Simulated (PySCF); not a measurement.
## O (oxygen, neutral): UHF calculation

Configuration: [He] 2s2 2p4, high-spin 3P determinant. Computed with PySCF 2.14 in jorge-DZP-DKH (4s2p1d, 15 functions), with scalar relativity by spin-free X2C-1e.

| Item | Value |
| --- | --- |
| Total energy | -74.857166 hartree |
| One-electron energy | -103.3321 hartree |
| Hartree (Coulomb) energy | 36.7019 hartree |
| Exchange energy | -8.2270 hartree |
| ⟨S²⟩ | 2.0052 |
| ⟨L²⟩ | 2.008 |
| Sum of ⟨r⟩ | 7.591 bohr |
| Sum of ⟨r²⟩ | 11.06 bohr² |
| Traceless quadrupole moment −½Σ⟨3z² − r²⟩ along its main axis | -0.920 e·bohr² |
| Langevin diamagnetic susceptibility | -8.76 ×10⁻⁶ cm³/mol |
| Time after the integrals | 0.08 s of wall time on 1 thread of Neoverse-N1 (shared host) |

| shell | electrons | mean orbital energy (eV) | spread (eV) | rms radius, mean of both spins (bohr) |
| --- | --- | --- | --- | --- |
| 1s α | 1 | -563.82 | 0 | 0.230 |
| 1s β | 1 | -561.68 | 0 | 0.230 |
| 2s α | 1 | -38.461 | 0 | 1.26 |
| 2s β | 1 | -29.251 | 0 | 1.26 |
| 2p α | 3 | -18.288 | 2.649 | 1.40 |
| 2p β | 1 | -14.050 | 0 | 1.40 |
